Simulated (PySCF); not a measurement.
B3LYP has the VWN-RPA correlation part, as in Gaussian. Excitations are Tamm–Dancoff values on a coarser integration grid. The basis has no diffuse functions, so Rydberg states are missing or too high.

Z-matrix (Å, degrees):
```
C
H 1 1.0867
C 1 1.5003 2 115.64
H 3 1.0915 1 112.28 2 -179.95
H 3 1.0950 4 107.60 1 -122.70
H 3 1.0950 4 107.59 5 -114.59
Si 1 1.7088 2 116.96 3 -179.99
H 7 1.4724 1 122.09 2 -0.03
H 7 1.4747 8 115.67 1 179.97
```
Charge 0, spin multiplicity 1.

Question: What S1–T1 gap (TDA), S1 oscillator strength, HOMO–LUMO gap, total energy, T1 excitation (TDA), dipole moment, brightest of the four lowest singlets (TDA) and S1 excitation (TDA) does B3LYP-D3(BJ)/def2-TZVP run with PySCF 2.14.0 give?

Answer: 
The S1–T1 gap (TDA) comes out as 2.77 eV. The S1 oscillator strength is 0.426. The HOMO–LUMO gap comes out as 4.75 eV and the total energy is -369.3298 Ha. The T1 excitation (TDA) is 2.52 eV, the dipole moment comes out as 0.20 D and the brightest of the four lowest singlets (TDA) is 5.29 eV. The S1 excitation (TDA) is 5.29 eV.
